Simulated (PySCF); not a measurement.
(Z)-1,2-difluoroethene (C2H2F2), SMILES F/C=C\F. Atoms are numbered in the order given.

```xyz
6

F      0.0000     1.3928    -0.5468
C      0.0000     0.6659     0.5708
C      0.0000    -0.6659     0.5708
F      0.0000    -1.3928    -0.5468
H      0.0000     1.2468     1.4962
H      0.0000    -1.2468     1.4962
```

Geometry optimised at B3LYP-D3(BJ)/def2-SVP.

Calculation: PBE/pcJ-1 (PySCF).

Isotropic couplings with Fermi-contact, spin-dipole and both spin-orbit terms, one fixed conformer, no vibrational averaging. Isotopes: 13C, 19F, 1H.

Q: Estimate the spin–spin coupling constants. (The exact figures need the calculation; the answer reports its results.)

A: 
```tsv
pair	bonds apart	J (Hz)
F1–C2	1	-360.5
C2–C3	1	96.9
C2–H5	1	192.0
C3–F4	1	-360.5
C3–H6	1	192.0
F1–C3	2	-2.2
F1–H5	2	67.2
C2–F4	2	-2.2
C2–H6	2	28.8
C3–H5	2	28.8
F4–H6	2	67.2
F1–F4	3	-14.7
F1–H6	3	18.8
F4–H5	3	18.8
H5–H6	3	1.9
```
